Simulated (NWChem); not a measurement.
System: hexafluoroethane (C$_{2}$F$_{6}$); SMILES FC(F)(F)C(F)(F)F

Here is an NWChem input.

```
start job
memory heap 200 mb stack 900 mb global 1100 mb
geometry units angstroms noautosym nocenter noautoz
  F      0.898014    -0.863234     1.218485
  C      0.000000     0.000000     0.771040
  F      0.298576     1.209320     1.218485
  F     -1.196590    -0.346085     1.218485
  C      0.000000     0.000000    -0.771038
  F      1.194582     0.352955    -1.218483
  F     -0.291623    -1.211016    -1.218483
  F     -0.902959     0.858061    -1.218483
end
basis spherical
  F library 6-31g*
  C library 6-31g*
end
dft
  xc b3lyp
  iterations 150
end
property
  response 1 0.0773
end
task dft property
```

Output (shortened):

```
             Northwest Computational Chemistry Package (NWChem) 7.3.0
             --------------------------------------------------------

                             Geometry "geometry" -> ""
                             -------------------------

 Output coordinates in angstroms (scale by  1.889725989 to convert to a.u.)

  No.       Tag          Charge          X              Y              Z
 ---- ---------------- ---------- -------------- -------------- --------------
    1 F                    9.0000     0.89801400    -0.86323400     1.21848500
    2 C                    6.0000     0.00000000     0.00000000     0.77104000
    3 F                    9.0000     0.29857600     1.20932000     1.21848500
    4 F                    9.0000    -1.19659000    -0.34608500     1.21848500
    5 C                    6.0000     0.00000000     0.00000000    -0.77103800
    6 F                    9.0000     1.19458200     0.35295500    -1.21848300
    7 F                    9.0000    -0.29162300    -1.21101600    -1.21848300
    8 F                    9.0000    -0.90295900     0.85806100    -1.21848300

 Effective nuclear repulsion energy (a.u.)     465.0062607023

                              NWChem Property Module
                              ----------------------

                                 NWChem DFT Module
                                 -----------------

 Summary of "ao basis" -> "ao basis" (spherical)
 ------------------------------------------------------------------------------
       Tag                 Description            Shells   Functions and Types
 ---------------- ------------------------------  ------  ---------------------
 F                           6-31g*                  6       14   3s2p1d
 C                           6-31g*                  6       14   3s2p1d

            General Information
            -------------------
          SCF calculation type: DFT
          Wavefunction type:  closed shell.
          No. of atoms     :     8
          No. of electrons :    66
           Alpha electrons :    33
            Beta electrons :    33
          Charge           :     0
          Spin multiplicity:     1
          Use of symmetry is: off; symmetry adaption is: off
          Maximum number of iterations: 150
          AO basis - number of functions:   112
                     number of shells:    48
          Convergence on energy requested:  1.00D-06
          Convergence on density requested:  1.00D-05
          Convergence on gradient requested:  5.00D-04

              XC Information
              --------------
                         B3LYP Method XC Potential
                     Hartree-Fock (Exact) Exchange  0.200
                        Slater Exchange Functional  0.800 local
                    Becke 1988 Exchange Functional  0.720 non-local
              Lee-Yang-Parr Correlation Functional  0.810
                  VWN I RPA Correlation Functional  0.190 local

             Grid Information
             ----------------
          Grid used for XC integration:  medium
          Radial quadrature: Mura-Knowles
          Angular quadrature: Lebedev.
          Tag              B.-S. Rad. Rad. Pts. Rad. Cut. Ang. Pts.
          ---              ---------- --------- --------- ---------
          F                   0.50       49           8.0       434
          C                   0.70       49           6.0       434
          Grid pruning is: on
          Number of quadrature shells:   392
          Spatial weights used:  Erf1

      Superposition of Atomic Density Guess
      -------------------------------------

 Sum of atomic energies:        -671.55450043

      Non-variational initial energy
      ------------------------------

 Total energy =    -673.952861
 1-e energy   =   -1864.348178
 2-e energy   =     725.389056
 HOMO         =      -0.370885
 LUMO         =       0.264934

   convergence    iter        energy       DeltaE   RMS-Dens  Diis-err
 ---------------- ----- ----------------- --------- --------- ---------
 d= 0,ls=0.0,diis     1   -674.9275855572 -1.14D+03  1.87D-02  3.10D+00
 d= 0,ls=0.0,diis     2   -674.6006528836  3.27D-01  1.03D-02  7.84D+00
 d= 0,ls=0.0,diis     3   -675.2433911384 -6.43D-01  1.15D-03  5.11D-02
 d= 0,ls=0.0,diis     4   -675.2467121321 -3.32D-03  3.20D-04  6.68D-03
 d= 0,ls=0.0,diis     5   -675.2472184535 -5.06D-04  1.80D-05  9.73D-06
 d= 0,ls=0.0,diis     6   -675.2472193825 -9.29D-07  3.30D-06  2.83D-07

         Total DFT energy =     -675.247219382547
      One electron energy =    -1863.265861617414
           Coulomb energy =      796.802981657056
    Exchange-Corr. energy =      -73.790600124501
 Nuclear repulsion energy =      465.006260702311

 Numeric. integr. density =       66.000005868052

                       DFT Final Molecular Orbital Analysis
                       ------------------------------------

[...]

 DFT Linear Response polarizability / au
 Frequency  =       0.0773000 / au
 Wavelength =     589.4353558 / nm
              X              Y              Z
 -----------------------------------------------
 X      23.7404434      0.0000318     -0.0000035
 Y       0.0000318     23.7404138     -0.0000166
 Z      -0.0000035     -0.0000166     23.2569534
 -----------------------------------------------
 Eigenvalues =      23.7404636     23.7403935     23.2569534
 Isotropic   =      23.5792702
 Anisotropic =       0.4834752
 -----------------------------------------------

 Magnetic Dipole Response Matrix (nonzero elements):
```

Level: B3LYP/6-31G* (spherical d). Structure relaxed at the PBE0/def2-SVP level.
